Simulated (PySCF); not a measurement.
Spin-rotation constants: SMILES C=P(C)(C)C1CC1, C6H13P

Cartesian coordinates in Å; atom numbers follow the order of the lines, from 1:
```xyz
20

C    -1.1206   -1.2718    1.3116
P    -0.6656   -0.1545    0.1157
C    -1.4887    1.4389    0.4495
C    -1.3267   -0.7062   -1.4925
C     1.0229    0.4540   -0.4158
C     2.0395    0.5435    0.6828
C     2.1230   -0.5599   -0.3162
H    -0.7299   -2.2653    1.0996
H    -0.8296   -0.9346    2.3048
H    -1.0629    1.8738    1.3525
H    -2.5460    1.2401    0.6153
H    -1.3557    2.1303   -0.3812
H    -2.3810   -0.9408   -1.3573
H    -0.7990   -1.6073   -1.8014
H    -1.2016    0.0633   -2.2526
H     1.0724    1.1826   -1.2162
H     2.7711    1.3370    0.6534
H     1.7102    0.2879    1.6823
H     2.9135   -0.5462   -1.0516
H     1.8493   -1.5542    0.0143
```

Computed with GIAO CAM-B3LYP/pcSseg-1 magnetisability, rotational g tensor and spin-rotation constants, non-relativistic, gas phase (PySCF). Geometry: GFN2-xTB.

Q: Give the nuclear spin-rotation constants along the inertial axes (H = +C I·J) beside the isotropic shieldings.

A: Rotational constants 2.9904, 1.6119, 1.5459 GHz. A star marks the isotopologue with that one atom substituted, in its own axes.
| atom | isotope | Caa (kHz) | Cbb (kHz) | Ccc (kHz) | mean (kHz) | σ (ppm) |
| --- | --- | --- | --- | --- | --- | --- |
| P2 | 31P | 4.775 | 3.056 | 2.070 | 3.300 | 307.6 |
| H8 | 1H | -0.352 | -0.063 | -0.108 | -0.174 | 32.4 |
| H9 | 1H | -0.352 | -0.063 | -0.108 | -0.174 | 32.4 |
| H10 | 1H | -0.283 | -0.003 | -0.159 | -0.149 | 30.2 |
| H11 | 1H | 0.058 | -0.169 | -0.181 | -0.097 | 30.4 |
| H12 | 1H | -0.353 | -0.180 | 0.029 | -0.168 | 30.8 |
| H13 | 1H | 0.058 | -0.169 | -0.181 | -0.097 | 30.4 |
| H14 | 1H | -0.283 | -0.003 | -0.160 | -0.149 | 30.2 |
| H15 | 1H | -0.353 | -0.180 | 0.029 | -0.168 | 30.8 |
| H16 | 1H | -0.325 | -0.193 | 0.016 | -0.167 | 31.1 |
| H17 | 1H | -0.149 | -0.123 | -0.140 | -0.137 | 31.3 |
| H18 | 1H | -0.296 | -0.135 | -0.057 | -0.163 | 31.5 |
| H19 | 1H | -0.149 | -0.123 | -0.140 | -0.137 | 31.3 |
| H20 | 1H | -0.296 | -0.135 | -0.057 | -0.163 | 31.5 |
| C1 | 13C* | 0.338 | 0.144 | 0.161 | 0.214 | 195.9 |
| C3 | 13C* | 0.420 | 0.239 | 0.222 | 0.294 | 166.8 |
| C5 | 13C* | 0.424 | 0.229 | 0.204 | 0.286 | 170.9 |
| C6 | 13C* | 0.316 | 0.255 | 0.135 | 0.235 | 184.5 |

For the geometry as given, no vibrational averaging.

Q: How do the rotational constants and the g tensor change when H8, H9, H10, H11, H12, H13, H14, H15, H16, H17, H18, H19, H20 are replaced by deuterium?

A: Constants 2.3033, 1.3343, 1.2743 GHz; g 0.0037, -0.0018, 0.0045, against 0.0053, -0.0022, 0.0052 before.
